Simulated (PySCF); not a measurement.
Species: C7H8F (doublet state).
Geometry (GFN2-xTB, Å), atoms numbered from 1 in this order:
```
atom  x, y, z in Å
C1    -1.9226   -0.1004   -0.8901
C2    -1.1737   -0.1518    0.3863
C3    -0.2038   -1.3017    0.2110
C4     1.0831   -1.1354   -0.0504
C5     1.7443    0.2048   -0.1267
C6     0.8377    1.2704    0.3902
F7     1.4597    2.4570    0.6147
C8    -0.4484    1.1344    0.6520
H9    -1.4770    0.3730   -1.7429
H10   -2.8080   -0.6891   -1.0308
H11   -1.8563   -0.3729    1.2146
H12   -0.6414   -2.2878    0.2503
H13    1.7279   -1.9887   -0.2096
H14    2.0246    0.4278   -1.1639
H15    2.6730    0.2062    0.4543
H16   -1.0269    1.9631    1.0295
```

The hyperfine couplings belong to this conformer and change with its torsions.

Identity: `C1[C@@H]([CH2])C=CCC=1F` [radical].

Method used: UKS B3LYP, pcH-1 on C F H, non-relativistic, mean-field spin-orbit, GIAO in PySCF. One conformer (not necessarily the lowest) at the GFN2-xTB geometry, without solvent, vibrations or thermal averaging. Couplings are sensitive to structure, and on GFN2-xTB geometries they can be far from those on DFT ones. The SCF solution wasn't tested for stability.

Task: Predict the first-order ENDOR lines of F7, H9/H10, H11, H14, H15, H16 and H12 under fast tumbling at B = 346.5 mT (X band).

Result: ν± = |νn ± a/2|, one line for each electron-spin manifold; νn = |g_N| × 7.62259 MHz/T × B.

```csv
nuclei,isotope,g_N,νn (MHz),a_iso (MHz),lower line (MHz),upper line (MHz)
F7,19F,5.2577,13.89,7.83,9.97,17.80
H9/H10,1H,5.5857,14.75,-60.64,15.57,45.07
H11,1H,5.5857,14.75,23.44,3.04,26.47
H14,1H,5.5857,14.75,3.72,12.89,16.61
H15,1H,5.5857,14.75,1.74,13.88,15.62
H16,1H,5.5857,14.75,-1.03,14.24,15.27
H12,1H,5.5857,14.75,-0.69,14.41,15.10
```

Task: Which pairs are centred on the nuclear Larmor frequency, and which on half the coupling?

Result: Centred on νn, since |a| < 2νn: F7, H11, H14, H15, H16 and H12. Centred on |a|/2 and split by 2νn: H9/H10.

Nuclei that the bonding pattern makes equivalent are averaged, as if the motion that swaps them (rotation, inversion, ring flip) were fast.
